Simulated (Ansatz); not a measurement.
```yaml
crystal:
  periodic: [false, false, false]
  atoms:
    - {symbol: Ga, position_ang: [0.746103, 0.995377, -0.088849]}
    - {symbol: Ga, position_ang: [-0.673758, -0.981045, 0.142655]}
    - {symbol: H, position_ang: [-0.583226, -2.694252, -0.001513]}
    - {symbol: H, position_ang: [0.684896, 2.671508, -0.217424]}
basis:
  gaussian: {orbitals: cc-pVTZ-DK, final_grid: {core_spheres: 20, valence_spheres: 16, degree: 47}}
total_charge: 1
magnetization: {spin_polarized: true, initial_magnetization: 1}
hamiltonian: {xc: {name: B97M-V}}
scf: {omitted_lower_state_checks: [starts]}
output: {forces: true}
```

```sh
$ ansatz run in.yaml --threads 4 --pin off --events-out ev --progress --plain --max-ram 3916MiB
```

Shortened log:

```
Functional definition: B97M-V
860 factors; their error is unknown
mean field evaluation 1: about -105788.6315 eV, gradient 1.4e1 eV
mean field evaluation 2: about -105788.6809 eV, gradient 1.4e1 eV
mean field evaluation 4: about -105789.9800 eV, gradient 5.9e-1 eV
mean field evaluation 8: about -105789.9842 eV, gradient 3.0e-2 eV
mean field evaluation 16: about -105789.9728 eV, gradient 6.8e-5 eV
mean field -105789.97275521 eV, -3887.7097917349 hartree, gradient 6.8e-5 eV, S^2 0.754413; 0 other end points of the search recorded, 0 dependent functions left out
reference -105789.97282155 eV, -3887.7097941730 hartree; 32, 31 occupied and 82, 83 virtual orbitals, 860 factors
Total energy: -105789.97282155 eV, -3887.7097941730 hartree
Relativity: scalar
Atom 0 at     0.746103     0.995377    -0.088849 Å, force     0.418822     2.004915    -0.202864 eV/Å
Atom 1 at    -0.673758    -0.981045     0.142655 Å, force    -0.386576    -2.266760    -0.078948 eV/Å
Atom 2 at    -0.583226    -2.694252    -0.001513 Å, force    -0.105707     1.518205     0.160093 eV/Å
Atom 3 at     0.684896     2.671508    -0.217424 Å, force     0.073461    -1.256360     0.121719 eV/Å
Dipole moment:     0.008043     0.017769     0.026018 e Å
Checks for a lower state left out: starts
```

Run time 5.5 s (4 threads of Arm Neoverse V1 on a shared host).

DK, ANO-RCC and x2c sets are all-electron and run with scalar relativity unless a key says otherwise.

The dipole of an ion depends on the origin.
